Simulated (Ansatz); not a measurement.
Relaxation of CH$_{4}$BTe (7 atoms, charge 1, multiplicity 1), to a largest force component of 0.015 eV/Å in at most 40 steps.

All numbers below come from Ansatz 0.2.0, RKS PBE0/def2-SVP.

```xyz
7
Properties=species:S:1:pos:R:3
B -1.383 0.264 -0.750
Te -0.517 -0.950 0.860
C 1.342 -0.269 0.749
H -2.486 0.057 -1.057
H -0.716 1.076 -1.250
H 2.106 -0.668 1.413
H 1.655 0.490 0.035
```

**Question.** Where does it end, and by what steps?

**Answer.** The run converged. Limits of this set-up: the dipole of an ion depends on the origin. After 5 steps the energy has fallen by 0.061 eV; H5 moved furthest, 0.13 Å.

```
step  energy less start (eV)  largest force component (eV/Å)  accepted
   0                  0.0000                           0.916       yes
   1                 -0.0417                           0.328       yes
   2                 -0.0566                           0.169       yes
   3                 -0.0608                           0.081       yes
   4                 -0.0609                           0.060       yes
   5                 -0.0611                           0.004       yes
```

```xyz
7
Properties=species:S:1:pos:R:3
B -1.357 0.264 -0.756
Te -0.507 -1.018 0.860
C 1.308 -0.267 0.742
H -2.515 0.093 -1.007
H -0.597 1.039 -1.265
H 2.105 -0.638 1.401
H 1.563 0.525 0.026
```

Whether the end is a true minimum wasn't checked by a vibrational analysis.

Time of the run: 45 s on 1 CPU thread of a shared host.
